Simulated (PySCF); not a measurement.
## Radial density of Si²⁺ (silicon, charge +2)

r2SCANh, [Ne] 3s2, closed-shell 1S. All numbers are calculated (PySCF 2.14, no relativity, point nucleus, in aug-cc-pV(5+d)Z).

```csv
r (bohr),4πr²ρ (e/bohr)
0.00182,0.07034
0.00307,0.1922
0.00516,0.5128
0.00868,1.315
0.0146,3.152
0.0246,6.757
0.0413,12.02
0.0695,15.76
0.117,13.30
0.197,9.595
0.331,13.38
0.556,11.84
0.936,3.298
1.57,1.363
2.65,0.5609
4.45,0.01880
7.49,1.895e-05
```
